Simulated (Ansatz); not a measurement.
CH7BGaNSe, SMILES `C[Se][B](N)[GaH2]`. Total charge 0; spin multiplicity 1.

Z-matrix (Å, degrees):
```
C
Se 1 1.950
H 1 1.089 2 106.3
H 1 1.087 2 110.5 3 118.8
H 1 1.087 2 110.5 3 -118.8
B 2 1.950 1 102.0 3 179.9
Ga 6 2.102 2 125.6 1 -0.0
N 6 1.398 2 117.4 1 180.0
H 7 1.576 6 126.7 2 0.0
H 7 1.587 6 117.9 2 -180.0
H 8 1.009 6 124.5 2 -0.0
H 8 1.006 6 122.2 2 180.0
```

Question: List the harmonic frequencies (cm⁻¹, unscaled) at PBE0-D4/def2-TZVP in Ansatz. (An estimate is asked.)

Answer: Computed: 54, 65, 103, 116, 176, 224, 303, 349, 448, 549, 586, 602, 618, 714, 773, 911, 930, 1053, 1310, 1312, 1463, 1465, 1638, 1899, 1940, 3084, 3182, 3191, 3586, 3688.

Question: Is this a minimum?

Answer: Yes, all 30 modes are real.

Question: Give the ideal-gas thermochemistry at 298.15 K and 1 bar (rigid rotor, harmonic oscillator; point group Cs, symmetry number 1).

Answer: Zero-point energy 217.3 kJ/mol; H(298) − E = 243.7 kJ/mol; entropy 406.1 J/(mol·K), of which translation 174.5, rotation 122.7, vibration 108.9; G(298) − E = 122.6 kJ/mol. Modes under 100 cm⁻¹ are hindered rotations or soft bends, so the harmonic entropy is rough.

Question: And at 400, 500, 600, 800 and 1000 K?

Answer: 
```json
{"T (K)": "400", "H − E (kJ/mol)": "258.3", "S (J/mol/K)": "448.1", "G − E (kJ/mol)": "79.0"}
{"T (K)": "500", "H − E (kJ/mol)": "274.5", "S (J/mol/K)": "484.3", "G − E (kJ/mol)": "32.4"}
{"T (K)": "600", "H − E (kJ/mol)": "292.3", "S (J/mol/K)": "516.7", "G − E (kJ/mol)": "-17.7"}
{"T (K)": "800", "H − E (kJ/mol)": "331.6", "S (J/mol/K)": "573.0", "G − E (kJ/mol)": "-126.8"}
{"T (K)": "1000", "H − E (kJ/mol)": "374.4", "S (J/mol/K)": "620.7", "G − E (kJ/mol)": "-246.3"}
```
